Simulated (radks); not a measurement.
Cd3+, 45 electrons, occupied as [Kr] 4d9. Method: non-relativistic Kohn-Sham, PBE, spin-polarised, spherical densities, point nucleus; open shells are filled with parallel spins first (spin-orbit coupling, left out, can overturn this in heavy ions); relativity is left out, which matters for an element this heavy; computed with a radial shooting solver on a logarithmic mesh with Libxc functionals. Some entries of the table are withheld. Estimate them.

orbital,occ.,eigenvalue (hartree),<r^2> (bohr^2),<r> (bohr)
1s up,1,-943.8991,0.001345,0.03171
1s down,1,-943.8990,0.001345,0.03171
2s up,1,-138.2774,0.02216,0.1373
2s down,1,-138.2688,0.02216,0.1373
2p up,3,-128.9961,0.01673,0.1173
2p down,3,-128.9898,0.01673,0.1173
3s up,1,-26.73199,0.1573,0.3712
3s down,1,-26.72804,0.1573,0.3711
3p up,3,-22.96289,0.1526,0.3627
3p down,3,-22.95827,0.1525,0.3627
3d up,5,-15.98983,0.1330,0.3346
3d down,5,-15.98252,0.1330,0.3345
4s up,1,-4.90455,0.9278,0.9056
4s down,1,-4.87379,0.9276,0.9055
4p up,3,-3.69120,1.064,0.9649
4p down,3,-3.66030,1.064,0.9650
4d up,5,-1.71840,(1),1.187
4d down,4,-1.68911,(2),1.190
5s up,0,-1.14542,6.138,2.342
5s down,0,-1.13329,6.200,2.354
5p up,0,-0.88146,8.072,2.684
5p down,0,-0.87215,8.165,2.699

Answer. 
(1) 4d up <r^2> (bohr^2): 1.664
(2) 4d down <r^2> (bohr^2): 1.676
